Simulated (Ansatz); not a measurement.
The cluster Hg₂O⁺ (the lowest doublet isomer of a short search). The state is a doublet with charge 1. Geometry PBE0-D4/def2-TZVP, basis def2-TZVP, Ansatz.

```xyz
3

Hg    0.0963   -1.8250    0.4083
Hg    0.3961    1.6991   -0.6801
O    -0.4924    0.1259    0.2719
```

```json
{"run": "A", "HOMO (eV)": "-11.77", "LUMO (eV)": "-10.47"}
{"run": "B", "HOMO (eV)": "-12.33", "LUMO (eV)": "-9.72"}
{"run": "C", "HOMO (eV)": "-13.13", "LUMO (eV)": "-8.91"}
{"run": "D", "HOMO (eV)": "-13.85", "LUMO (eV)": "-7.83"}
{"run": "E", "HOMO (eV)": "-12.15", "LUMO (eV)": "-9.69"}
{"run": "F", "HOMO (eV)": "-12.00", "LUMO (eV)": "-10.16"}
```

In the def2 sets Hg takes a core potential; there is no spin–orbit coupling. LC-ωPBE has ω = 0.4 bohr⁻¹. The structure comes from a short search, and lower isomers may exist.

HOMO and LUMO are taken over both spins.

**Question.** The runs used CAM-B3LYP, LC-ωPBE, PBE0, r2SCAN, r2SCAN0, r2SCANh. Estimate which is which.

**Answer.** A r2SCAN (0 % exact exchange); B r2SCAN0 (25 % exact exchange); C CAM-B3LYP (range-separated); D LC-ωPBE (range-separated); E PBE0 (25 % exact exchange); F r2SCANh (10 % exact exchange). Exact exchange lowers occupied and raises empty levels; among semilocal functionals meta-GGAs tend to open the gap a little, and such runs are hard to tell apart. The gap grows from 1.29 eV (r2SCAN) to 6.03 eV (LC-ωPBE).
